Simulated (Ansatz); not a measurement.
`CO[SiH2]F` + H₂Te → `F[SiH2][TeH]` + CH₃OH at 500 K and 1 bar (ligand exchange at the Si–O bond).

Isolated molecules relaxed with PBE0-D4/def2-TZVP in Ansatz; ΔE leaves out vibrations. CBS: MP2 limit from def2 TZ/QZ plus the TZ coupled-cluster correction, frozen cores. This one scheme is used for every species. Elements past krypton have def2 core potentials. For Te outer-core shells are correlated without core-valence functions, which leaves a few kJ/mol of doubt a bond. Each species was taken in one conformer, which may not be the lowest.

```tsv
species	CCSD(T)/CBS energy (Eh)	H − E (kJ/mol)	S (J/(mol·K))
`CO[SiH2]F`	-505.20189	202.7	369.3
H₂Te	-268.91024	48.9	247.6
`F[SiH2][TeH]`	-658.47489	103.9	359.9
CH₃OH	-115.61712	157.0	265.4
```

H − E and S are ideal-gas, rigid-rotor, harmonic terms from PBE0-D4/def2-TZVP, for one conformer and one mirror image of each species. 1 Eh = 2625.50 kJ/mol, R = 8.31446 J/(mol·K).

**Question.** By hand: ΔE, ΔH, ΔS and ΔG.

**Answer.** ΔE = (-658.47489) + (-115.61712) − (-505.20189) − (-268.91024) = 0.02012 Eh = 52.8 kJ/mol. Δ(H − E) = 103.9 + 157.0 − 202.7 − 48.9 = 9.3, so ΔH = 62.1 kJ/mol. ΔS = 359.9 + 265.4 − 369.3 − 247.6 = 8.4 J/(mol·K). ΔG = 62.1 − 500 × (8.4)/1000 = 57.9 kJ/mol.

**Question.** By hand: the equilibrium constant, and the temperature at which ΔG would vanish if ΔH and ΔS stayed fixed.

**Answer.** log₁₀ K = −ΔG/(RT ln 10) = -6.0. ΔG = 0 at ΔH/ΔS = 7393 K, far beyond where these terms or the molecules hold.

The number of gas molecules stays the same, so ΔS is small and ΔH decides. A doubt of 5 kJ/mol in ΔE shifts log₁₀ K by 0.5 here. Other conformers and mirror images would add mixing entropy, several J/(mol·K) or more a flexible species. These are equilibria of isolated gas molecules and say nothing of rates. Largest T1 diagnostic: 0.011 (customary marks: 0.02 for closed shells, 0.045 for open ones).
